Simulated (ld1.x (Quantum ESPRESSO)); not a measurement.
# niobium: PAW pseudisation with PBE, non-relativistic reference atom.

ld1.x (Quantum ESPRESSO) 7.5 was run on this input:

```
&input
   title='Nb', zed=41., rel=0, dft='PBE', iswitch=3,
   config='[Kr] 4d4 5s0.5 5p0.5',
   nld=3, rlderiv=3.10, eminld=-6.0, emaxld=5.0, deld=0.02
 /
 &inputp
   pseudotype=3, lpaw=.true., tm=.true., lloc=-1, rcloc=2.80,
   nlcc=.true.,
   which_augfun='PSQ', rmatch_augfun_nc=.true.,
   file_pseudopw='Nb.UPF', file_wfcaegen='ae.wfc', file_wfcncgen='nc.wfc', file_beta='beta', file_chi='chi', file_wfcusgen='us.wfc'
 /
6
4S  1  0   2.00   0.00  1.60  1.80  0.0
5S  2  0   0.50   0.00  1.60  1.80  0.0
4P  2  1   6.00   0.00  2.35  2.70  0.0
5P  3  1   0.50   0.00  2.35  2.70  0.0
4D  3  2   4.00   0.00  2.20  2.85  0.0
4D  3  2   0.00   1.80  2.20  2.85  0.0
 &test
   configts(1)='4s2 4p6 4d4 5s0.5 5p0.5'
 /
```

Command:

```bash
ld1.x < Nb.in > Nb.out
```

Resulting log (shortened: banner, matrices, multipoles, cross overlaps and the repeated all-electron block are left out):

```
Program LD1 v.7.5
     --------------------------- All-electron run ----------------------------

     Nb

     atomic number is 41.00
     dft =PBE   lsd =0 sic =0 latt =0  beta=0.20 tr2=1.0E-14
     Exchange-correlation= PBE
                           (   1   4   3   4   0   0   0)
     mesh =1227 r(mesh) = 100.62774 a.u. xmin = -7.00 dx = 0.01250
     1 Ry =  13.60569312 eV

     n l     nl                  e(Ry)          e(Ha)          e(eV)
     1 0     1S 1( 2.00)     -1349.4355      -674.7178    -18360.0054
     2 0     2S 1( 2.00)      -185.7291       -92.8646     -2526.9733
     2 1     2P 1( 6.00)      -170.6509       -85.3254     -2321.8238
     3 0     3S 1( 2.00)       -30.9059       -15.4529      -420.4957
     3 1     3P 1( 6.00)       -25.1747       -12.5873      -342.5187
     4 0     4S 1( 2.00)        -4.1153        -2.0576       -55.9910
     4 1     4P 1( 6.00)        -2.5389        -1.2694       -34.5431
     3 2     3D 1(10.00)       -14.7017        -7.3509      -200.0273
     4 2     4D 1( 4.00)        -0.2799        -0.1400        -3.8086
     5 0     5S 1( 0.50)        -0.3026        -0.1513        -4.1176
     5 1     5P 1( 0.50)        -0.1043        -0.0522        -1.4197

     final scf error:  5.3E-15 reached in  35 iterations

     Etot =   -7509.972110 Ry,   -3754.986055 Ha, -102178.375890 eV

     Ekin =    7506.316654 Ry,    3753.158327 Ha,  102128.640878 eV
     Encl =  -17884.993621 Ry,   -8942.496810 Ha, -243337.734711 eV
     Eh   =    3101.858348 Ry,    1550.929174 Ha,   42202.932795 eV
     Exc  =    -233.153491 Ry,    -116.576746 Ha,   -3172.214852 eV

     normalization and overlap integrals

     s(1S/1S) =  1.000000  <r> =   0.0372  <r2> =    0.0019  r(max) =   0.0247
     s(2S/2S) =  1.000000  <r> =   0.1629  <r2> =    0.0312  r(max) =   0.1369
     s(2P/2P) =  1.000000  <r> =   0.1398  <r2> =    0.0238  r(max) =   0.1080
     s(3S/3S) =  1.000000  <r> =   0.4549  <r2> =    0.2370  r(max) =   0.4061
     s(3P/3P) =  1.000000  <r> =   0.4509  <r2> =    0.2365  r(max) =   0.3961
     s(4S/4S) =  1.000000  <r> =   1.1877  <r2> =    1.6001  r(max) =   1.0634
     s(4P/4P) =  1.000000  <r> =   1.3143  <r2> =    1.9843  r(max) =   1.1319
     s(3D/3D) =  1.000000  <r> =   0.4321  <r2> =    0.2249  r(max) =   0.3325
     s(4D/4D) =  1.000000  <r> =   2.1406  <r2> =    5.8057  r(max) =   1.4717
     s(5S/5S) =  1.000000  <r> =   3.8133  <r2> =   16.7280  r(max) =   3.1548
     s(5P/5P) =  1.000000  <r> =   5.4516  <r2> =   34.9915  r(max) =   4.2585

     ------------------------ End of All-electron run ------------------------

     --------------------- Generating PAW atomic setup --------------------

      Generating local potential from pseudized AE potential:
      Matching radius rcloc =   2.8000

      Local pseudo, rcloc= 2.819 Estimated cut-off energy=     3.09 Ry

      Computing core charge for nlcc:

       r > 0.77 : true rho core
       r < 0.77 : rho core = a sin(br)/r    a=  22.61  b=   3.53

      Integrated core pseudo-charge :   6.23
      Wfc-us  4S rcutus= 1.798  Estimated cut-off energy=    16.68 Ry
      Wfc-us  5S rcutus= 1.798  Estimated cut-off energy=    33.05 Ry
      Wfc-us  4P rcutus= 2.682  Estimated cut-off energy=    12.32 Ry
      Wfc-us  5P rcutus= 2.682  Estimated cut-off energy=    23.17 Ry
      Wfc-us  4D rcutus= 2.819  Estimated cut-off energy=    14.66 Ry
      Wfc-us  4D rcutus= 2.819  Estimated cut-off energy=    13.20 Ry

     Required augmentation: PSQ   radius:    2.850000

     Q pseudized with Bessel functions
     Expected ecutrho=     142.9007 due to l1=  0   l2=  2

     Estimated PAW energy = -328.397764 Ryd

     ------------------- End of pseudopotential generation -------------------

     Computing logarithmic derivative in   3.09627
     Computing logarithmic derivative in   3.09627
     Computing the partial wave expansion
     R is outside the sphere for l=    0 j= 0.00
     R is outside the sphere for l=    0 j= 0.00
     R is outside the sphere for l=    1 j= 0.00
     R is outside the sphere for l=    1 j= 0.00
     R is outside the sphere for l=    2 j= 0.00
     R is outside the sphere for l=    2 j= 0.00

     ---------------------- Testing the pseudopotential ----------------------

     Nb

     atomic number is 41.00   valence charge is 13.00
     dft = SLA  PW   PBX  PBC   lsd =0 sic =0 latt =0  beta=0.20 tr2=1.0E-14
     mesh =1227 r(mesh) = 100.62774 xmin = -7.00 dx = 0.01250

     n l     nl             e AE (Ry)        e PS (Ry)    De AE-PS (Ry)
     1 0     4S   1( 2.00)       -4.11527       -4.11527        0.00000
     2 1     4P   1( 6.00)       -2.53887       -2.53887        0.00000
     3 2     4D   1( 4.00)       -0.27993       -0.27993       -0.00000
     2 0     5S   1( 0.50)       -0.30264       -0.30264        0.00000
     3 1     5P   1( 0.50)       -0.10435       -0.10435        0.00000

     eps = 5.3E-15  iter =  2

     Etot =   -7509.972110 Ry,   -3754.986055 Ha, -102178.375890 eV
     Etotps =  -328.397764 Ry,    -164.198882 Ha,   -4468.079197 eV

     Ekin =     159.168845 Ry,      79.584423 Ha,    2165.602466 eV
     Encl =    -346.307938 Ry,    -173.153969 Ha,   -4711.759534 eV
     Ehrt =      91.894820 Ry,      45.947410 Ha,    1250.292722 eV
     Ecxc =    -233.153491 Ry,    -116.576746 Ha,   -3172.214851 eV
     (Ecc =     -13.904760 Ry,      -6.952380 Ha,    -189.183901 eV)

     ---------------------- End of pseudopotential test ----------------------
```

Generation and configuration tests took about 1.5 s on one core of a shared server CPU.

Transferability test of the new file with ld1.x, input:

```
&input
   title='Nb', zed=41., rel=0, dft='PBE', iswitch=2,
   config='[Kr] 4d4 5s0.5 5p0.5'
 /
 &test
   file_pseudo='Nb.UPF', nconf=8,
   configts(1)='4s2 4p6 4d4 5s0.5 5p0.5',
   configts(2)='4s2 4p6 4d4 5s1 5p0',
   configts(3)='4s2 4p6 4d4 5s0 5p0',
   configts(4)='4s2 4p6 4d3 5s0 5p0',
   configts(5)='4s2 4p6 4d3 5s1 5p0',
   configts(6)='4s2 4p6 4d2 5s0 5p0',
   configts(7)='4s2 4p6 4d4.5 5s0.5 5p0',
   configts(8)='4s2 4p5 4d4 5s1 5p0'
 /
```

```bash
ld1.x < Nb.test.in > Nb.test.out
```

Pseudopotential blocks of its output, shortened (energy terms left out; the distinct warnings before each block abridged to one line each):

```
     ---------------------- Testing the pseudopotential ----------------------

     n l     nl             e AE (Ry)        e PS (Ry)    De AE-PS (Ry)
     1 0     4S   1( 2.00)       -4.11527       -4.11527        0.00000
     2 1     4P   1( 6.00)       -2.53887       -2.53887        0.00000
     3 2     4D   1( 4.00)       -0.27993       -0.27993       -0.00000
     2 0     5S   1( 0.50)       -0.30264       -0.30264        0.00000
     3 1     5P   1( 0.50)       -0.10435       -0.10435       -0.00000

     eps = 7.1E-15  iter =  2

     Etot =   -7509.972110 Ry,   -3754.986055 Ha, -102178.375889 eV
     Etotps =  -328.397764 Ry,    -164.198882 Ha,   -4468.079195 eV

     ---------------------- End of pseudopotential test ----------------------

          ---------------------- Testing the pseudopotential ----------------------

     n l     nl             e AE (Ry)        e PS (Ry)    De AE-PS (Ry)
     1 0     4S   1( 2.00)       -4.06996       -4.07032        0.00036
     2 1     4P   1( 6.00)       -2.49318       -2.49349        0.00031
     3 2     4D   1( 4.00)       -0.23799       -0.23789       -0.00010
     2 0     5S   1( 1.00)       -0.27321       -0.27311       -0.00010
     3 1     5P   1( 0.00)       -0.08018       -0.08007       -0.00011

     eps = 5.7E-15  iter = 10

     Etot =   -7510.069834 Ry,   -3755.034917 Ha, -102179.705489 eV
     Etotps =  -328.495501 Ry,    -164.247751 Ha,   -4469.408980 eV
     dEtot_ae =      -0.097724 Ry
     dEtot_ps =      -0.097737 Ry,   Delta E=       0.000014 Ry

     ---------------------- End of pseudopotential test ----------------------

          Warning: n=1, l=0 expected 0 nodes, found 1
     ---------------------- Testing the pseudopotential ----------------------

     n l     nl             e AE (Ry)        e PS (Ry)    De AE-PS (Ry)
     1 0     4S   1( 2.00)       -4.53627       -4.53626       -0.00001
     2 1     4P   1( 6.00)       -2.96160       -2.96179        0.00019
     3 2     4D   1( 4.00)       -0.69419       -0.69436        0.00017
     2 0     5S   1( 0.00)       -0.66294       -0.66318        0.00023
     3 1     5P   1( 0.00)       -0.41464       -0.41446       -0.00018

     eps = 5.7E-16  iter =  9

     Etot =   -7509.606357 Ry,   -3754.803178 Ha, -102173.399565 eV
     Etotps =  -328.031985 Ry,    -164.015992 Ha,   -4463.102516 eV
     dEtot_ae =       0.365753 Ry
     dEtot_ps =       0.365779 Ry,   Delta E=      -0.000026 Ry

     ---------------------- End of pseudopotential test ----------------------

          ---------------------- Testing the pseudopotential ----------------------

     n l     nl             e AE (Ry)        e PS (Ry)    De AE-PS (Ry)
     1 0     4S   1( 2.00)       -5.35870       -5.35912        0.00043
     2 1     4P   1( 6.00)       -3.77125       -3.77176        0.00051
     3 2     4D   1( 3.00)       -1.42426       -1.42442        0.00015
     2 0     5S   1( 0.00)       -1.20914       -1.20934        0.00021
     3 1     5P   1( 0.00)       -0.88955       -0.88961        0.00006

     eps = 1.2E-16  iter = 12

     Etot =   -7508.559130 Ry,   -3754.279565 Ha, -102159.151321 eV
     Etotps =  -326.984578 Ry,    -163.492289 Ha,   -4448.851828 eV
     dEtot_ae =       1.412980 Ry
     dEtot_ps =       1.413185 Ry,   Delta E=      -0.000206 Ry

     ---------------------- End of pseudopotential test ----------------------

          ---------------------- Testing the pseudopotential ----------------------

     n l     nl             e AE (Ry)        e PS (Ry)    De AE-PS (Ry)
     1 0     4S   1( 2.00)       -4.77220       -4.77325        0.00105
     2 1     4P   1( 6.00)       -3.18604       -3.18694        0.00090
     3 2     4D   1( 3.00)       -0.86368       -0.86395        0.00028
     2 0     5S   1( 1.00)       -0.74740       -0.74742        0.00003
     3 1     5P   1( 0.00)       -0.47626       -0.47615       -0.00011

     eps = 4.7E-15  iter = 14

     Etot =   -7509.533927 Ry,   -3754.766964 Ha, -102172.414113 eV
     Etotps =  -327.959497 Ry,    -163.979749 Ha,   -4462.116278 eV
     dEtot_ae =       0.438182 Ry
     dEtot_ps =       0.438266 Ry,   Delta E=      -0.000084 Ry

     ---------------------- End of pseudopotential test ----------------------
```

The test run then stopped with an error in new_paw_hamiltonian: “negative rho”.
